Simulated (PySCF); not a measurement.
Species: C₆H₅F.
Z-matrix (Å and degrees, PBE0-D3(BJ)/def2-SVP geometry), rows numbered from 1:
```
F 
C   1  1.3176
C   2  1.3378  1  133.77
C   3  1.5223  2   91.16  1  -176.75
C   4  1.5231  3  117.80  2    84.17
C   5  1.3402  4   94.26  3   -84.84
C   2  1.5013  1  128.67  3  -175.57
H   3  1.0897  2  135.25  1    -1.97
H   4  1.1000  3  118.21  2  -121.75
H   5  1.0926  4  131.91  3    92.02
H   6  1.0925  5  134.18  4   176.98
H   7  1.1000  2  118.87  1   -61.04
```

The closed-shell ground state was solved at several levels (PySCF, density fitting, gas phase, non-relativistic).

| level | basis functions | HOMO (eV) | LUMO (eV) | gap (eV) | dipole (D) |
| --- | --- | --- | --- | --- | --- |
| PBE0/cc-pVTZ | 280 | -7.00 | -0.34 | 6.66 | 1.32 |
| PBE0/6-31G | 73 | -6.92 | -0.06 | 6.86 | 1.60 |
| PBE0/6-311+G(2d,p) | 219 | -7.06 | -0.50 | 6.56 | 1.45 |
| PBE0/cc-pVDZ | 123 | -6.89 | -0.17 | 6.72 | 1.20 |
| PBE0/pcSseg-0 | 73 | -7.29 | -0.40 | 6.89 | 1.57 |
| PBE0/def2-SVP | 123 | -7.01 | -0.26 | 6.75 | 1.28 |

**Question.** Estimate the row for KT3/pcSseg-1, a basis of 144 functions; the other rows only guide the guess.

**Answer.** HOMO -5.92 eV, LUMO -1.34 eV, gap 4.58 eV, dipole 1.20 D.

**Question.** Over all these levels, which gives the widest orbital gap and which the narrowest?

**Answer.** PBE0/pcSseg-0 (global hybrid, 25 % exact exchange) has the widest, 6.89 eV, and KT3/pcSseg-1 (GGA) the narrowest, 4.58 eV. Functional and basis both differ between the two, so the spread mixes both effects.

**Question.** How much does the basis alone move the frontier levels among the 6 PBE0 rows?

**Answer.** The HOMO by 0.40 eV and the LUMO by 0.44 eV. By rising basis size (HOMO, LUMO in eV): 6-31G -6.92, -0.06; pcSseg-0 -7.29, -0.40; cc-pVDZ -6.89, -0.17; def2-SVP -7.01, -0.26; 6-311+G(2d,p) -7.06, -0.50; cc-pVTZ -7.00, -0.34.

**Question.** How far do the dipole and the HOMO energy spread over the levels?

**Answer.** The dipole runs from 1.20 to 1.60 D (mean 1.38 D) and the HOMO from -7.29 to -5.92 eV.
